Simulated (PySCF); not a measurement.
A structure optimised at B3LYP-D3(BJ)/def2-SVP, used in a PySCF frequency run:

```xyz
7

Be     0.0000     0.0000    -0.0580
Br     0.0000     0.0000     1.9014
O      0.0000     0.0000    -1.4649
Si     0.0000     0.0000    -3.1232
H     -1.2152     0.7016    -3.6250
H      0.0000    -1.4032    -3.6250
H      1.2152     0.7016    -3.6250
```
Charge 0, spin multiplicity 1.

Task: Write its SMILES, formula and point group.

Result: [SiH3][O][Be][Br], BeBrH₃OSi, C3v

Task: What are its rotational constants (standard atomic weights)?

Result: 84.876, 0.79762, 0.79762 GHz
